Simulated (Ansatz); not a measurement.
BPH3F3⁺ (relaxed from a model of B(PH3)F3, whose bonding it doesn't keep). Charge 1, multiplicity 2. Geometry PBE-D4/def2-SVP; atoms count from 1.

```xyz
8

B     1.737    0.420    0.342
P    -1.412   -0.406   -0.186
H    -1.530    0.785   -0.953
H    -2.398   -0.447    0.842
H    -1.481   -1.560   -1.015
F     0.882    0.940    1.215
F     1.179   -0.322   -0.646
F     3.023    0.591    0.401
```

In the doublet geometry the species has come apart into loosely held pieces.

Question: Estimate the Mulliken populations from the PBE0/def2-TZVP orbitals of Ansatz.

Answer: 
```tsv
atom	charge (e)	spin (α − β)
B1	0.68	-0.01
P2	0.25	0.95
H3	0.22	0.00
H4	0.22	0.02
H5	0.22	0.00
F6	-0.21	0.01
F7	-0.26	0.02
F8	-0.13	0.00
```
Mulliken values and Mayer orders depend strongly on the basis.

Question: Where does the spin sit?

Answer: Summed by element: B -0.01, P 0.95, H 0.02, F 0.03, of 1 unpaired in all. Largest on single atoms: P2 0.95, F7 0.02, H4 0.02.

Question: And the Mayer bond orders between bonded heavy atoms (over 0.3)?

Answer: B1–F6 1.20 (1.33 Å); B1–F7 1.08 (1.36 Å); B1–F8 1.35 (1.30 Å).
